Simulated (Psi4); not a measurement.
HCl3Ge, charge -1, doublet, at a GFN2-xTB geometry (a state made from the parent by changing its charge; the spin is typed, not shown lowest) (a gas-phase anion, which may not be bound at this level); HF/pcseg-1 in Psi4.

The Psi4 input:
```
memory 2 GB

molecule {
-1 2
  Ge    0.18961606    0.14465705    0.11687467
  Cl   -0.81013033    2.36575078   -0.06066118
  Cl    2.01410151   -1.47877166    0.11574629
  Cl   -1.55983724   -1.16332174   -0.38022513
  H    -0.01799083    0.06879887    1.78739072
}

set basis pcseg-1
set reference uhf

energy('scf')
print_variables()
```

Question: Predict the main parts of the log of this Psi4 run.

Answer: 
```
   => Loading Basis Set <=

    Name: PCSEG-1
    Role: ORBITAL
    Keyword: BASIS

         ---------------------------------------------------------
                                   SCF
               by Justin Turney, Rob Parrish, Andy Simmonett
                          and Daniel G. A. Smith
                              UHF Reference
         ---------------------------------------------------------

  ==> Geometry <==

    Molecular point group: c1
    Full point group: C1

    Geometry (in Angstrom), charge = -1, multiplicity = 2:

       Center              X                  Y                   Z               Mass
    ------------   -----------------  -----------------  -----------------  -----------------
         GE           0.180973258572     0.138544953165     0.122039850286    73.921177761000
         CL          -0.818773131428     2.359638683165    -0.055495999714    34.968852682000
         CL           2.005458708572    -1.484883756835     0.120911470286    34.968852682000
         CL          -1.568480041428    -1.169433836835    -0.375059949714    34.968852682000
         H           -0.026633631428     0.062686773165     1.792555900286     1.007825032230

  Running in c1 symmetry.

  Rotational constants: A =      0.09111  B =      0.04186  C =      0.02911 [cm^-1]
  Rotational constants: A =   2731.34623  B =   1254.92366  C =    872.58567 [MHz]
  Nuclear repulsion =  499.748643076450549

  Charge       = -1
  Multiplicity = 2
  Electrons    = 85
  Nalpha       = 43
  Nbeta        = 42

  ==> Algorithm <==

  SCF Algorithm Type is DF.
  DIIS enabled.
  MOM disabled.
  Fractional occupation disabled.
  Guess Type is SAD.
  Energy threshold   = 1.00e-06
  Density threshold  = 1.00e-06
  Integral threshold = 1.00e-12

  ==> Primary Basis <==

  Basis Set: PCSEG-1
    Blend: PCSEG-1
    Number of shells: 38
    Number of basis functions: 86
    Number of Cartesian functions: 91
    Spherical Harmonics?: true
    Max angular momentum: 2

   => Loading Basis Set <=

    Name: (PCSEG-1 AUX)
    Role: JKFIT
    Keyword: DF_BASIS_SCF

  ==> Integral Setup <==

  SCF_SUBTYPE=INCORE selected. In-core MEM_DF algorithm will be used.
  Using in-core AOs.

  ==> MemDFJK: Density-Fitted J/K Matrices <==

    J tasked:                   Yes
    K tasked:                   Yes
    wK tasked:                   No
    Algorithm:                 Core
    Schwarz Cutoff:           1E-12
    Mask sparsity (%):       6.0573
    Fitting Condition:        1E-10

   => Auxiliary Basis Set <=

  Basis Set: (PCSEG-1 AUX)
    Blend: DEF2-UNIVERSAL-JKFIT
    Number of shells: 180
    Number of basis functions: 668
    Number of Cartesian functions: 856
    Spherical Harmonics?: true
    Max angular momentum: 5

  Minimum eigenvalue in the overlap matrix is 1.1582426066E-02.
  Reciprocal condition number of the overlap matrix is 3.1107443608E-03.
    Using symmetric orthogonalization.

  ==> Pre-Iterations <==

  SCF Guess: Superposition of Atomic Densities via on-the-fly atomic UHF (no occupation information).

   -------------------------
    Irrep   Nso     Nmo
   -------------------------
     A         86      86
   -------------------------
    Total      86      86
   -------------------------

  ==> Iterations <==

                           Total Energy        Delta E     RMS |[F,P]|

   @DF-UHF iter SAD: -3449.14200495944806   -3.44914e+03   0.00000e+00
   @DF-UHF iter   1: -3453.67020148735355   -4.52820e+00   1.16289e-02 ADIIS/DIIS
   @DF-UHF iter   2: -3454.16313193345377   -4.92930e-01   4.18495e-03 ADIIS/DIIS
   @DF-UHF iter   3: -3454.22759543245411   -6.44635e-02   6.39697e-04 ADIIS/DIIS
   @DF-UHF iter   4: -3454.23063842111014   -3.04299e-03   2.23030e-04 ADIIS/DIIS
   @DF-UHF iter   5: -3454.23127691012678   -6.38489e-04   7.68514e-05 DIIS
   @DF-UHF iter   6: -3454.23141027613656   -1.33366e-04   3.36264e-05 DIIS
   @DF-UHF iter   7: -3454.23143462452845   -2.43484e-05   1.59417e-05 DIIS
   @DF-UHF iter   8: -3454.23144143708987   -6.81256e-06   7.18058e-06 DIIS
   @DF-UHF iter   9: -3454.23144287728064   -1.44019e-06   2.61627e-06 DIIS
   @DF-UHF iter  10: -3454.23144305371397   -1.76433e-07   1.35016e-06 DIIS
   @DF-UHF iter  11: -3454.23144310364250   -4.99285e-08   7.42153e-07 DIIS
  Energy and wave function converged.

  ==> Post-Iterations <==

   @Spin Contamination Metric:   1.333867856E-02
   @S^2 Expected:                7.500000000E-01
   @S^2 Observed:                7.633386786E-01
   @S   Expected:                5.000000000E-01
   @S   Observed:                5.000000000E-01

    Orbital Energies [Eh]
    ---------------------

    Alpha Occupied:

[...]
      43A     -0.174377

    Alpha Virtual:

[...]
      86A      2.619646

    Beta Occupied:

[...]
    Beta Virtual:

[...]
    Final Occupation by Irrep:
              A
    DOCC [    42 ]
    SOCC [     1 ]
    NA   [    43 ]
    NB   [    42 ]

  @DF-UHF Final Energy: -3454.23144310364250

   => Energetics <=

    Nuclear Repulsion Energy =            499.7486430764505485
    One-Electron Energy =               -5813.6931248208265970
    Two-Electron Energy =                1859.7130386407338847
    Total Energy =                      -3454.2314431036425049

  UHF NO Occupations:
  HONO-2 :   41  A 1.9974398
  HONO-1 :   42  A 1.9969080
  HONO-0 :   43  A 1.0000000
  LUNO+0 :   44  A 0.0030920
  LUNO+1 :   45  A 0.0025602
  LUNO+2 :   46  A 0.0004359
  LUNO+3 :   47  A 0.0001614

Computation Completed

Properties will be evaluated at   0.000000,   0.000000,   0.000000 [a0]

Properties computed using the SCF density matrix

 Multipole Moments:

 ------------------------------------------------------------------------------------
     Multipole            Electronic (a.u.)      Nuclear  (a.u.)        Total (a.u.)
 ------------------------------------------------------------------------------------

 L = 1.  Multiply by 2.5417464519 to convert [e a0] to [Debye]
 Dipole X            :          1.3983506           -1.3719322            0.0264184
 Dipole Y            :          0.9921125           -0.9702160            0.0218965
 Dipole Z            :         -0.7656553            0.8199049            0.0542496
 Magnitude           :                                                    0.0641904

 ------------------------------------------------------------------------------------

  Variable Map:
  ----------------------------------------------------------------------------
[...]
  Array Variable Map:
  ----------------------------------------------------------------------------
[...]
[...]
```
